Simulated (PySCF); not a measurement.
A GIAO shielding run with PySCF (density fitting, non-relativistic, gas phase) on `C=C[Si@H](P)C1CCCC1`, C$_{7}$H$_{15}$PSi:

```
$ OMP_NUM_THREADS=1 python probes_run.py task.json out

{"job": {"kind": "nmr", "xc": "PBE0", "basis": "pcSseg-1"}, "charge": 0, "multiplicity": 1}
C      3.436378    -1.284704     0.679839
C      2.442265    -1.198830    -0.188605
Si     1.369280     0.340690    -0.395863
P      2.203769     1.928998     0.961310
C     -0.413938    -0.008153     0.177912
C     -1.145539    -1.082688    -0.622511
C     -2.620876    -0.897355    -0.243596
C     -2.756991     0.570680     0.207174
C     -1.361257     1.183904     0.047834
H      3.691306    -0.450188     1.317932
H      4.037870    -2.172763     0.802264
H      2.214870    -2.055355    -0.810683
H      1.352392     0.721074    -1.823852
H      3.340663     2.135686     0.202536
H      1.537074     2.975038     0.352182
H     -0.400486    -0.316106     1.229455
H     -0.783169    -2.085170    -0.399617
H     -1.008150    -0.902650    -1.690111
H     -3.276877    -1.124670    -1.083231
H     -2.886039    -1.568778     0.573724
H     -3.498398     1.109043    -0.382175
H     -3.067419     0.616356     1.251272
H     -1.259468     1.628427    -0.944497
H     -1.158995     1.957278     0.788864
```

Hardware: 1 thread of an Intel Xeon, shared host. The job also computes population analyses, field gradients, ring-centre shieldings.

**Question.** How large is the calculation?

**Answer.** 86 electrons, 242 basis functions and 1297 auxiliary functions.

**Question.** How long does it take, and how much memory does it need?

**Answer.** 2.6 min of wall time, with 14 SCF cycles and 4 response iterations; peak memory 1.1 GiB. Times on a shared host scatter by some tens of per cent.
